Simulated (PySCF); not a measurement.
Simulated outer-valence photoelectron spectrum of `O=CC[SeH]`. The calculation used EOM-IP-CCSD/aug-cc-pVDZ in PySCF, restricted Hartree–Fock reference, frozen core, non-relativistic, gas phase, PBE0-D3(BJ)/def2-SVP geometry.

Each root has a Gaussian of 0.8 eV full width with its one-hole share as area; cross sections and vibrations are left out, and the highest printed point is 100.

| ionisation energy (eV) | intensity |
| --- | --- |
| 7.8 | 0 |
| 8.0 | 1 |
| 8.2 | 6 |
| 8.4 | 17 |
| 8.6 | 36 |
| 8.8 | 52 |
| 9.0 | 53 |
| 9.2 | 39 |
| 9.4 | 21 |
| 9.6 | 11 |
| 9.8 | 14 |
| 10.0 | 29 |
| 10.2 | 47 |
| 10.4 | 54 |
| 10.6 | 44 |
| 10.8 | 26 |
| 11.0 | 13 |
| 11.2 | 13 |
| 11.4 | 25 |
| 11.6 | 43 |
| 11.8 | 54 |
| 12.0 | 48 |
| 12.2 | 31 |
| 12.4 | 17 |
| 12.6 | 17 |
| 12.8 | 32 |
| 13.0 | 57 |
| 13.2 | 79 |
| 13.4 | 88 |
| 13.6 | 79 |
| 13.8 | 57 |
| 14.0 | 32 |
| 14.2 | 13 |
| 14.4 | 4 |
| 14.6 | 1 |
| 14.8 | 1 |
| 15.0 | 5 |
| 15.2 | 18 |
| 15.4 | 43 |
| 15.6 | 77 |
| 15.8 | 100 |
| 16.0 | 97 |
| 16.2 | 75 |
| 16.4 | 56 |
| 16.6 | 53 |
| 16.8 | 55 |
| 17.0 | 48 |
| 17.2 | 30 |
| 17.4 | 13 |
| 17.6 | 4 |
| 17.8 | 1 |
| 18.0 | 0 |

Task: Where are the maxima, and how many lines lie under the curve?

Result: 6 maxima, at 8.9, 10.4, 11.8, 13.4, 15.9 and 16.8 eV, from 8 lines. At this width some lines have no maximum of their own.

Task: List the lines with their holes.

Result: 
```json
{"E (eV)": "8.92", "leading hole (HF orbital)": "HOMO", "area": "0.96", "Koopmans (eV)": "9.31"}
{"E (eV)": "10.38", "leading hole (HF orbital)": "HOMO-1", "area": "0.95", "Koopmans (eV)": "11.90"}
{"E (eV)": "11.83", "leading hole (HF orbital)": "HOMO-2", "area": "0.96", "Koopmans (eV)": "12.54"}
{"E (eV)": "13.18", "leading hole (HF orbital)": "HOMO-3", "area": "0.95", "Koopmans (eV)": "13.99"}
{"E (eV)": "13.62", "leading hole (HF orbital)": "HOMO-4", "area": "0.94", "Koopmans (eV)": "14.39"}
{"E (eV)": "15.76", "leading hole (HF orbital)": "HOMO-6", "area": "0.94", "Koopmans (eV)": "17.74"}
{"E (eV)": "15.97", "leading hole (HF orbital)": "HOMO-5", "area": "0.93", "Koopmans (eV)": "17.21"}
{"E (eV)": "16.84", "leading hole (HF orbital)": "HOMO-7", "area": "0.92", "Koopmans (eV)": "18.96"}
```

The widest gap, 2.14 eV, lies between 13.62 and 15.76 eV. Only orbitals with −ε under 21 eV, eight at most, were ionised, so the high end of the curve may lack lines.

Shape of the structure used: `[O:1]=[CH:2][CH2:3][SeH:4]`: O1–C2–C3–Se4 0°, H–Se4–C3–C2 0°.

One conformer stands for the species.
